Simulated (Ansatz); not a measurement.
Question: Name a neutral molecule of B, C, O, Zn and H with HOMO–LUMO gap (B3LYP/def2-TZVPP) between 3.55 and 3.85 eV and size of the dipole moment (B3LYP/def2-TZVPP) between 2.60 and 2.90 D (Ansatz, PBE0-D4/def2-TZVP geometry).

Answer: `O[B]1O[CH2][Zn]1` (3.67 eV, 2.69 D). Other molecules can fit too; these were computed, each in one conformer that needn't be the lowest.

B3LYP here is the variant with VWN-RPA as its local correlation; programs differ in this.
